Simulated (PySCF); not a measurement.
Two-component Hartree-Fock for Ga⁴⁺ (gallium, charge +4)

Start: [Ar] 3d9; 3d3/2 filled at m_j = -1/2, +1/2, +3/2; 3d5/2 filled at m_j = -5/2, -3/2, -1/2, +1/2, +3/2, +5/2. Calculated with PySCF 2.14 in x2c-QZVPPall-2c: generalised Hartree-Fock with the X2C-1e Hamiltonian and a Gaussian nucleus; one run each with spin-orbit coupling (SO) screened by Boettger's factors, then bare. This is a chosen level, not necessarily the ground level.

```json
{"spinor shell": "1s1/2", "electrons": "2", "ε, screened SO (eV)": "-10501.1", "ε, bare SO (eV)": "-10501.1", "weight of nominal j (bare SO)": "1.000", "rms radius, bare SO (bohr)": "0.0560"}
{"spinor shell": "2s1/2", "electrons": "2", "ε, screened SO (eV)": "-1401.0", "ε, bare SO (eV)": "-1401.0", "weight of nominal j (bare SO)": "1.000", "rms radius, bare SO (bohr)": "0.235"}
{"spinor shell": "2p1/2", "electrons": "2", "ε, screened SO (eV)": "-1241.5", "ε, bare SO (eV)": "-1242.8", "weight of nominal j (bare SO)": "1.000", "rms radius, bare SO (bohr)": "0.208"}
{"spinor shell": "3s1/2", "electrons": "2", "ε, screened SO (eV)": "-236.68", "ε, bare SO (eV)": "-236.69", "weight of nominal j (bare SO)": "1.000", "rms radius, bare SO (bohr)": "0.693"}
{"spinor shell": "3p1/2", "electrons": "2", "ε, screened SO (eV)": "-181.41", "ε, bare SO (eV)": "-181.58", "weight of nominal j (bare SO)": "0.866", "rms radius, bare SO (bohr)": "0.720"}
{"spinor shell": "3p3/2", "electrons": "4", "ε, screened SO (eV)": "-179.99", "ε, bare SO (eV)": "-179.93", "weight of nominal j (bare SO)": "0.933", "rms radius, bare SO (bohr)": "0.728"}
{"spinor shell": "3d3/2", "electrons": "3", "ε, screened SO (eV)": "-89.367", "ε, bare SO (eV)": "-90.253", "weight of nominal j (bare SO)": "0.711", "rms radius, bare SO (bohr)": "0.819"}
{"spinor shell": "3d5/2", "electrons": "6", "ε, screened SO (eV)": "-89.658", "ε, bare SO (eV)": "-89.205", "weight of nominal j (bare SO)": "0.855", "rms radius, bare SO (bohr)": "0.825"}
```

Question: Where does 2p3/2 lie, and what is the 2p spin-orbit splitting (bare SO)?

Answer: At -1213.4 eV, 29.438 eV above 2p1/2.

```csv
quantity,screened SO,bare SO
E (hartree),-1938.03198,-1938.03660
M_J,3/2,3/2
⟨J²⟩,3.752,3.752
⟨L²⟩,6.004,6.004
⟨S²⟩,0.752,0.752
```

Each row is a mean over spinors that exchange with the open shell spreads, by up to 7.897 eV (3p1/2).

Rows whose weight is well below 1 are mixtures of j = l ± 1/2: exchange outweighs spin-orbit coupling there, and the label is only the starting occupation.
